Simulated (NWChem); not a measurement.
Species: BGeH$_{5}$; SMILES [BH2][GeH3]

Program: NWChem. Structure relaxed at the PBE0/def2-SVP level. Ions are spin-unrestricted doublets at the neutral geometry; other ion states weren't tried.

```json
[
 {"level": "B3LYP/def2-SVP", "vertical ionisation energy, ΔSCF (eV)": "11.41", "−ε(HOMO) (eV)": "8.13", "ΔSCF minus −ε(HOMO) (eV)": "3.28"},
 {"level": "PBE/def2-SVP", "vertical ionisation energy, ΔSCF (eV)": "?", "−ε(HOMO) (eV)": "?", "ΔSCF minus −ε(HOMO) (eV)": "?"},
 {"level": "CAM-B3LYP/def2-SVP", "vertical ionisation energy, ΔSCF (eV)": "11.66", "−ε(HOMO) (eV)": "9.68", "ΔSCF minus −ε(HOMO) (eV)": "1.98"},
 {"level": "LRC-wPBEh/def2-SVP", "vertical ionisation energy, ΔSCF (eV)": "11.61", "−ε(HOMO) (eV)": "10.22", "ΔSCF minus −ε(HOMO) (eV)": "1.39"}
]
```

### Question
Fill in the missing entries.

### Answer

- PBE/def2-SVP, vertical ionisation energy, ΔSCF (eV): 10.50
- PBE/def2-SVP, −ε(HOMO) (eV): 7.14
- PBE/def2-SVP, ΔSCF minus −ε(HOMO) (eV): 3.36
